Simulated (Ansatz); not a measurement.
Reaction (formal exchange of groups at the Si–B bond): `B[SiH2]B[SiH2]C` + `CF` → `B[SiH2]CF` + `B[SiH2]C`

Isolated molecules relaxed with PBE0-D4/def2-TZVP in Ansatz; ΔE leaves out vibrations. CBS: MP2 limit from def2 TZ/QZ plus the TZ coupled-cluster correction, frozen cores. This one scheme is used for every species. Functionals use def2-TZVPP. B3LYP here is the variant with VWN-RPA as its local correlation; programs differ in this. Each species was taken in one conformer, which may not be the lowest.

```json
{"level": "PBE0-D4", "ΔE (kJ/mol)": "34.2"}
{"level": "B2PLYP", "ΔE (kJ/mol)": "20.7"}
{"level": "r2SCAN", "ΔE (kJ/mol)": "31.0"}
{"level": "B3LYP", "ΔE (kJ/mol)": "19.3"}
{"level": "MP2/def2-TZVPP", "ΔE (kJ/mol)": "23.8"}
{"level": "CCSD(T)/def2-TZVPP", "ΔE (kJ/mol)": "26.9"}
{"level": "HF/CBS(def2)", "ΔE (kJ/mol)": "6.7"}
{"level": "CCSD/CBS(def2)", "ΔE (kJ/mol)": "23.2"}
```

Task: What does CCSD(T)/CBS give? (An estimate is asked.)

Result: The calculation gave: +26.9 kJ/mol. The listed levels differ from it by 7.3, -6.2, 4.1, -7.6, -3.1, 0.0, -20.2, -3.7 kJ/mol.

Largest T1 diagnostic among the species: 0.015.

From PBE to PBE0 (25 % exact exchange), in def2-TZVPP and without D4, ΔE moves by −4.6 kJ/mol. In def2-TZVPP, CCSD(T) changes the Hartree–Fock value by +19.8 kJ/mol (the triples alone add +3.7 kJ/mol) and MP2 by +16.8 kJ/mol. The D4 term adds +7.6 kJ/mol with B3LYP and +4.7 kJ/mol with PBE0; it sums over pairs of atoms, weighted by their polarisabilities, and B3LYP, whose exchange is more repulsive, gets the larger term.
